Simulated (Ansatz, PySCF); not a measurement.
chloro(silyloxy)silane (ClH5OSi2), SMILES [SiH3]O[SiH2]Cl.

Geometry: B3LYP-D3(BJ)/def2-SVP. One conformer was computed; it need not be the lowest.

Vertical ionisation energy (IE) and electron affinity (EA) in eV. Rows of orbital energies are one-electron estimates. Where ΔSCF, EOM or ADC give a negative EA the extra electron is unbound and the value depends on the basis.

```tsv
level	IE	EA
−ε(HOMO), −ε(LUMO), PBE0/def2-TZVP (PySCF)	…	…
−ε(HOMO), −ε(LUMO), PBE/def2-TZVP (PySCF)	7.36	1.07
ΔSCF, PBE0/def2-SVPD (Ansatz), final states of multiplicity 2 and 2	10.68	-1.19
ΔSCF, PBE/def2-SVPD (Ansatz), final states of multiplicity 2 and 2	10.11	-0.96
```

Task: What belongs in the gaps? (The exact figures need the calculation; the answer reports its results.)

Result: 
- −ε(HOMO), −ε(LUMO), PBE0/def2-TZVP (PySCF), IE: 8.76
- −ε(HOMO), −ε(LUMO), PBE0/def2-TZVP (PySCF), EA: 0.19

Task: What vertical singlet–triplet gap does ΔSCF give with PBE0/def2-SVPD (Ansatz, an electronic-structure program) and with PBE/def2-SVPD (Ansatz)? (The exact figures need the calculation; the answer reports its results.)

Result: 6.92 and 6.17 eV (triplet above singlet where positive).
